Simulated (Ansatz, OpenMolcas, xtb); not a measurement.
# How methods differ on GeH3 (SMILES [GeH3])

GeH3: 4 atoms, total charge 0, spin state doublet. As SMILES, `[GeH3]`. Geometry: relaxed at PBE0-D4/def2-TZVP.

```xyz
4

Ge    0.2146   -0.1259   -0.2494
H     1.0550    0.1096    1.0183
H    -0.8828   -1.1759   -0.0001
H    -0.3868    1.1922   -0.7688
```

Each level gives the electronic atomisation energy (eV). The values are calculated. Electronic energies at fixed atoms, without zero-point motion or spin-orbit coupling.

```
               level                   kind     program  value (eV)  less CCSD(T)/def2-TZVPP  CPU time (all runs)
            GFN1-xTB         semi-empirical         xtb       13.24                    +4.31            under 2 s
      UHF/def2-TZVPP           Hartree–Fock  OpenMolcas        6.76                    -2.17                 14 s
   USVWN5/def2-TZVPP                    LDA  OpenMolcas        9.96                    +1.03                 24 s
 U-revPBE/def2-TZVPP                    GGA  OpenMolcas        8.57                    -0.36                 34 s
     UPBE/def2-TZVPP                    GGA  OpenMolcas        8.74                    -0.19                 33 s
    UTPSS/def2-TZVPP               meta-GGA  OpenMolcas        9.28                    +0.35                 42 s
    UPBE0/def2-TZVPP          global hybrid  OpenMolcas        8.77                    -0.16                 31 s
ROCCSD(T)/def2-TZVPP  coupled cluster or CI  OpenMolcas        8.93                     0.00                 44 s
          FCI/STO-3G     exact in the basis      Ansatz       12.05                    +3.12               0.74 s
```

Differences are taken from ROCCSD(T)/def2-TZVPP for orientation; it has basis-set and higher-order errors of its own. All-electron rows without a relativistic Hamiltonian named are non-relativistic. The values span 6.76 to 13.24 eV. The xTB rows lack spin polarisation, so open shells miss the exchange term that lowers them. High-level rows in very small sets aren't better than simpler rows in larger ones. In the correlated wave-function rows the outer d shell of Ge is correlated, in sets not made for it. Times are those of the runs behind each value, whatever else they computed, on shared processors of several kinds: orders of magnitude only.
